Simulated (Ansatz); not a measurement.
Ligands exchanged one at a time, B NH2-H. All species are isolated molecules in the gas phase. Strings in code marks are SMILES.

Quantity: redistribution energy (mixed species minus the weighted end members), in eV.

Case: 1 of 3 NH2 replaced by H: `B(N)N`. The other species in the difference include `NB(N)N` (neutral, multiplicity 1). Geometry of `NBN` (neutral, multiplicity 1, Å):

```xyz
8

N     -1.1982     0.2697    -0.2562
B     -0.0422    -0.0786     0.4758
N      1.2315    -0.2076    -0.1196
H     -1.2116     0.4520    -1.2454
H     -2.0977     0.3580     0.1796
H     -0.1464    -0.2728     1.6508
H      1.4194    -0.0648    -1.0975
H      2.0452    -0.4559     0.4125
```

**Question.** Predict the redistribution energy (mixed species minus the weighted end members) from frozen-core CCSD(T)/cc-pVTZ // B3LYP-D3(BJ)/def2-TZVP (Ansatz, a program for electronic structure).

**Answer.** -0.419 eV.
